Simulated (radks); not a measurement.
Ionisation of the chromium ion Cr3+, [Ar] 3d3, to [Ar] 3d2 as the strength of local exchange is varied. Method: Dirac Kohn-Sham, Slater X-alpha exchange (alpha = 2/3 is LDA exchange), no correlation, spin-unpolarised, spherical densities, finite nucleus; open shells fill j = l - 1/2 first; Fermi nuclear charge, rms radius 3.6452 fm; computed with a radial shooting solver on a logarithmic mesh with Libxc functionals.

alpha  E(Cr3+) (hartree)  exchange (hartree)  IE (eV)  -e of the level emptied (eV)  <r> of it (bohr)
0.667        -1044.66756           -43.58225   46.957                37.774 (3d3/2)             1.112
0.705        -1047.15311           -46.16164   47.905                38.641 (3d3/2)             1.102
0.763        -1050.95685           -50.11843   49.375                39.989 (3d3/2)             1.086
0.997        -1066.42553           -66.32455   55.573                45.722 (3d3/2)             1.029

NIST Atomic Spectra Database: 49.16 eV (semi-empirical). The Delta-SCF value meets it near alpha = 0.75. Spin polarisation and multiplet splitting are left out, so open shells lie too high by an amount that depends on their filling.

Beside tabulated values, note that spin-unpolarised runs miss the spin-polarisation part of the exchange energy of open shells.
